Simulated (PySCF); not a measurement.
C₃H₆AlF.
SMILES with atom numbers: `[F:1]/[CH:2]=[CH:3]/[CH2:4][AlH2:5]` (hydrogens: H6 on C2; H7 on C3; H8, H9 on C4; H10, H11 on Al5)

Geometry (PBE0-D3(BJ)/def2-SVP, Å), atoms numbered from 1 in this order:
```xyz
11
C3H6AlF angstrom
F      2.1179    1.1296    1.0309
C      1.2238    0.7782    0.1139
C      0.7333   -0.4808    0.0538
C     -0.3639   -0.9265   -0.8352
Al    -1.4149    0.2243    0.3957
H      1.0128    1.5747   -0.6076
H      1.0804   -1.1573    0.8452
H     -0.3281   -0.5069   -1.8494
H     -0.4923   -2.0130   -0.8514
H     -1.8334   -0.2986    1.8334
H     -1.7302    1.6798   -0.1536
```

Computed at PBE0/pcSseg-1 (PySCF, non-relativistic), with Q(27Al) = 0.1466 b: Al5, 27Al (I = 5/2): χzz = 39.11 MHz, η = 0.269.

Problem. Where would the pure quadrupole (NQR) lines of 27Al at Al5 fall for the rigid, isolated species?

Solution. From the eigenvalues of H = χ/[4I(2I − 1)] × [3Iz² − I(I + 1) + η(Ix² − Iy²)], steps between neighbouring levels, labelled as for η = 0: ±1/2↔±3/2 6.312 MHz, ±3/2↔±5/2 11.57 MHz (aluminium bonded to C and 2 H).

In a crystal, neighbours and librations shift these lines. With a basis this small, the couplings can be 20 % off.

One conformer stands for the species.
